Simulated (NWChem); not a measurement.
System: Si₂N₂H₈; SMILES [SiH2]([SiH2]N)N

NWChem printed, in part:

```
             Northwest Computational Chemistry Package (NWChem) 7.3.0
             --------------------------------------------------------

 C1  symmetry detected

                             Geometry "geometry" -> ""
                             -------------------------

 Output coordinates in angstroms (scale by  1.889725989 to convert to a.u.)

  No.       Tag          Charge          X              Y              Z
 ---- ---------------- ---------- -------------- -------------- --------------
    1 Si                  14.0000    -0.53800549    -1.18229249    -0.13104535
    2 N                    7.0000     1.07314971    -1.73223515     0.18971212
    3 Si                  14.0000    -0.55408701     1.10933961     0.14580698
    4 N                    7.0000     0.92676818     1.95874811    -0.14647509
    5 H                    1.0000    -1.32842598    -1.93292311     0.84995194
    6 H                    1.0000    -1.02782140    -1.62460425    -1.45633048
    7 H                    1.0000     1.82877997    -1.37805972    -0.37714917
    8 H                    1.0000     1.22620616    -2.71137287     0.36508431
    9 H                    1.0000    -1.48337813     1.76920690    -0.77703434
   10 H                    1.0000    -0.89271064     1.51006410     1.51654281
   11 H                    1.0000     1.26103773     2.03323761    -1.09448832
   12 H                    1.0000     1.70618206     1.77020093     0.46410128

 Effective nuclear repulsion energy (a.u.)     224.5066766136

                                Z-matrix (autoz)
                                --------

 Units are Angstrom for bonds and degrees for angles

      Type          Name      I     J     K     L     M      Value
      ----------- --------  ----- ----- ----- ----- ----- ----------
    1 Stretch                  1     2                       1.73238
    2 Stretch                  1     3                       2.30835
    3 Stretch                  1     5                       1.46648
    4 Stretch                  1     6                       1.48052
    5 Stretch                  2     7                       1.00884
    6 Stretch                  2     8                       1.00643
    7 Stretch                  3     4                       1.73201
    8 Stretch                  3     9                       1.46651
    9 Stretch                  3    10                       1.46771
   10 Stretch                  4    11                       1.00798
   11 Stretch                  4    12                       1.00789
   12 Bend                     1     2     7               118.75817
   13 Bend                     1     2     8               118.85161
   14 Bend                     1     3     4               117.43036
   15 Bend                     1     3     9               112.06397
   16 Bend                     1     3    10               112.62317
   17 Bend                     2     1     3               107.42292
   18 Bend                     2     1     5               102.41127
   19 Bend                     2     1     6               112.24641
   20 Bend                     3     1     5               115.09789
   21 Bend                     3     1     6               113.68108
   22 Bend                     3     4    11               118.58704
   23 Bend                     3     4    12               117.85295
   24 Bend                     4     3     9               102.41132
   25 Bend                     4     3    10               102.76582
   26 Bend                     5     1     6               105.51950
   27 Bend                     7     2     8               108.99934
   28 Bend                     9     3    10               108.58141
   29 Bend                    11     4    12               109.09496
   30 Torsion                  1     3     4    11          70.34279
   31 Torsion                  1     3     4    12         -64.83663
   32 Torsion                  2     1     3     4          28.22312
   33 Torsion                  2     1     3     9         146.36537
   34 Torsion                  2     1     3    10         -90.85516
   35 Torsion                  3     1     2     7         -59.86077
   36 Torsion                  3     1     2     8         163.55859
   37 Torsion                  4     3     1     5         141.53514
   38 Torsion                  4     3     1     6         -96.59082
   39 Torsion                  5     1     2     7         178.52060
   40 Torsion                  5     1     2     8          41.93996
   41 Torsion                  5     1     3     9        -100.32261
   42 Torsion                  5     1     3    10          22.45686
   43 Torsion                  6     1     2     7          65.81357
   44 Torsion                  6     1     2     8         -70.76707
   45 Torsion                  6     1     3     9          21.55142
   46 Torsion                  6     1     3    10         144.33090
   47 Torsion                  9     3     4    11         -52.85794
   48 Torsion                  9     3     4    12         171.96264
   49 Torsion                 10     3     4    11        -165.46489
   50 Torsion                 10     3     4    12          59.35569

                           NWChem Geometry Optimization
                           ----------------------------

 maximum gradient threshold         (gmax) =   0.000450
 rms gradient threshold             (grms) =   0.000300
 maximum cartesian step threshold   (xmax) =   0.001800
 rms cartesian step threshold       (xrms) =   0.001200
 fixed trust radius                (trust) =   0.300000
 source of zmatrix                         =   autoz

          -------------------
          Energy Minimization
          -------------------

 Using diagonal initial Hessian
 Scaling for Hessian diagonals: bonds = 1.00  angles = 0.25  torsions = 0.10

          --------
          Step   0

                                 NWChem DFT Module
                                 -----------------

 Summary of "ao basis" -> "ao basis" (spherical)
 ------------------------------------------------------------------------------
       Tag                 Description            Shells   Functions and Types
 ---------------- ------------------------------  ------  ---------------------
 Si                         def2-svp                 8       18   4s3p1d
 N                          def2-svp                 6       14   3s2p1d
 H                          def2-svp                 3        5   2s1p

[...]

      ----------------------
      Optimization converged
      ----------------------

  Step       Energy      Delta E   Gmax     Grms     Xrms     Xmax
  ---- ---------------- -------- -------- -------- -------- --------
@   43    -692.69287649 -2.7D-08  0.00001  0.00000  0.00047  0.00116
                                     ok       ok       ok       ok

                                Z-matrix (autoz)
                                --------

 Units are Angstrom for bonds and degrees for angles

      Type          Name      I     J     K     L     M      Value     Gradient
      ----------- --------  ----- ----- ----- ----- ----- ---------- ----------
    1 Stretch                  1     2                       1.73373    0.00001
    2 Stretch                  1     3                       2.34703   -0.00000
    3 Stretch                  1     5                       1.49764    0.00000
    4 Stretch                  1     6                       1.50794   -0.00001
    5 Stretch                  2     7                       1.01570   -0.00000
    6 Stretch                  2     8                       1.01326    0.00000
    7 Stretch                  3     4                       1.75142    0.00000
    8 Stretch                  3     9                       1.50492   -0.00000
    9 Stretch                  3    10                       1.49592    0.00000
   10 Stretch                  4    11                       1.01574    0.00001
   11 Stretch                  4    12                       1.01576    0.00000
   12 Bend                     1     2     7               116.15829    0.00000
   13 Bend                     1     2     8               122.60924   -0.00000
   14 Bend                     1     3     4               104.13000   -0.00000
   15 Bend                     1     3     9               112.33808    0.00000
   16 Bend                     1     3    10               111.42264    0.00000
   17 Bend                     2     1     3               101.98412    0.00000
   18 Bend                     2     1     5               111.14955   -0.00000
   19 Bend                     2     1     6               115.59863   -0.00000
   20 Bend                     3     1     5               112.95135    0.00000
   21 Bend                     3     1     6               109.92213   -0.00000
   22 Bend                     3     4    11               117.59738   -0.00000
   23 Bend                     3     4    12               117.92148   -0.00000
   24 Bend                     4     3     9               115.94679   -0.00000
   25 Bend                     4     3    10               106.20677   -0.00000
   26 Bend                     5     1     6               105.46813    0.00000
   27 Bend                     7     2     8               111.92494   -0.00000
   28 Bend                     9     3    10               106.71029   -0.00000
   29 Bend                    11     4    12               109.37482    0.00000
   30 Torsion                  1     3     4    11          64.03948    0.00000
   31 Torsion                  1     3     4    12        -161.47925    0.00000
   32 Torsion                  2     1     3     4          41.75102   -0.00000
   33 Torsion                  2     1     3     9         167.99563   -0.00000
   34 Torsion                  2     1     3    10         -72.32467    0.00000
   35 Torsion                  3     1     2     7         -28.62418    0.00000
   36 Torsion                  3     1     2     8        -172.53151    0.00000
   37 Torsion                  4     3     1     5         161.12057   -0.00000
   38 Torsion                  4     3     1     6         -81.39248    0.00000
   39 Torsion                  5     1     2     7        -149.25780    0.00000
   40 Torsion                  5     1     2     8          66.83488    0.00000
   41 Torsion                  5     1     3     9         -72.63482   -0.00000
   42 Torsion                  5     1     3    10          47.04488    0.00000
   43 Torsion                  6     1     2     7          90.58126    0.00000
   44 Torsion                  6     1     2     8         -53.32606    0.00000
   45 Torsion                  6     1     3     9          44.85213   -0.00000
   46 Torsion                  6     1     3    10         164.53183    0.00000
   47 Torsion                  9     3     4    11         -59.90270   -0.00000
   48 Torsion                  9     3     4    12          74.57858   -0.00000
   49 Torsion                 10     3     4    11        -178.22465   -0.00000
   50 Torsion                 10     3     4    12         -43.74338    0.00000

                         Geometry "geometry" -> "geometry"
                         ---------------------------------

[...]

 Rotational Constants
 --------------------
 A=   0.223506 cm-1  (  0.321568 K)
 B=   0.087900 cm-1  (  0.126466 K)
 C=   0.069966 cm-1  (  0.100663 K)

 Temperature                      =   298.15K
 frequency scaling parameter      =   1.0000

 Zero-Point correction to Energy  =   54.380 kcal/mol  (  0.086660 au)
 Thermal correction to Energy     =   59.290 kcal/mol  (  0.094485 au)
 Thermal correction to Enthalpy   =   59.882 kcal/mol  (  0.095429 au)

 Total Entropy                    =   84.680 cal/mol-K
   - Translational                =   39.453 cal/mol-K (mol. weight =  92.0226)
   - Rotational                   =   26.553 cal/mol-K (symmetry #  =        1)
   - Vibrational                  =   18.674 cal/mol-K

 Cv (constant volume heat capacity) =   27.934 cal/mol-K
   - Translational                  =    2.979 cal/mol-K
   - Rotational                     =    2.979 cal/mol-K
   - Vibrational                    =   21.975 cal/mol-K

[normal modes left out]

 ----------------------------------------------------------------------------
 Normal Eigenvalue ||           Projected Infra Red Intensities
  Mode   [cm**-1]  || [atomic units] [(debye/angs)**2] [(KM/mol)] [arbitrary]
 ------ ---------- || -------------- ----------------- ---------- -----------
    1       -0.000 ||    0.000408           0.009         0.398       0.068
    2       -0.000 ||    0.000470           0.011         0.459       0.079
    3        0.000 ||    0.000469           0.011         0.457       0.079
    4        0.000 ||    0.000006           0.000         0.006       0.001
    5        0.000 ||    0.000217           0.005         0.211       0.036
    6        0.000 ||    0.001670           0.039         1.628       0.280
    7       60.026 ||    0.001240           0.029         1.209       0.208
    8      121.936 ||    0.001196           0.028         1.166       0.200
    9      184.824 ||    0.002509           0.058         2.446       0.421
   10      271.583 ||    0.004886           0.113         4.763       0.819
   11      285.875 ||    0.056594           1.306        55.171       9.485
   12      408.052 ||    0.134979           3.114       131.584      22.621
   13      420.268 ||    0.047996           1.107        46.789       8.044
   14      430.824 ||    0.053195           1.227        51.857       8.915
   15      490.214 ||    0.139655           3.222       136.143      23.405
   16      568.611 ||    0.021769           0.502        21.222       3.648
   17      679.094 ||    0.028635           0.661        27.915       4.799
   18      711.458 ||    0.020674           0.477        20.154       3.465
   19      754.627 ||    0.028662           0.661        27.941       4.803
   20      792.332 ||    0.062429           1.440        60.859      10.463
   21      831.015 ||    0.204602           4.720       199.456      34.289
   22      858.126 ||    0.063350           1.462        61.757      10.617
   23      897.329 ||    0.264674           6.106       258.018      44.357
   24      944.619 ||    0.036007           0.831        35.101       6.034
   25      957.863 ||    0.063283           1.460        61.692      10.606
   26      989.781 ||    0.106056           2.447       103.389      17.774
   27     1533.780 ||    0.051086           1.179        49.801       8.562
   28     1552.351 ||    0.034642           0.799        33.771       5.806
   29     2146.136 ||    0.140808           3.249       137.266      23.598
   30     2166.769 ||    0.207645           4.791       202.423      34.799
   31     2209.820 ||    0.118922           2.744       115.931      19.930
   32     2225.574 ||    0.122405           2.824       119.327      20.514
   33     3586.282 ||    0.027066           0.624        26.385       4.536
   34     3593.352 ||    0.023080           0.532        22.500       3.868
   35     3681.687 ||    0.028460           0.657        27.744       4.770
   36     3703.158 ||    0.048346           1.115        47.130       8.102
 ----------------------------------------------------------------------------
```

Level: PBE0/def2-SVP. 

### Question
Reconstruct the input file.

### Answer
One answer among several that fit: the input that was run:
```
start job
memory heap 200 mb stack 900 mb global 1100 mb
geometry units angstroms
  Si     1.145360    -0.275440    -0.562862
  N      1.708060     1.103560     0.321938
  Si    -1.033340    -0.672540     0.088338
  N     -1.964540     0.684260     0.628538
  H      2.108560    -1.311840    -0.177262
  H      1.307860    -0.107840    -2.024862
  H      1.221260     1.980660     0.214838
  H      2.697660     1.281360     0.366338
  H     -1.849840    -1.197640    -1.010862
  H     -1.123540    -1.599940     1.222338
  H     -2.248240     1.374860    -0.048662
  H     -1.670940     1.150960     1.472238
end
basis spherical
  * library def2-svp
end
dft
  xc pbe0
  iterations 150
end
driver
  maxiter 120
end
task dft optimize
task dft freq
```
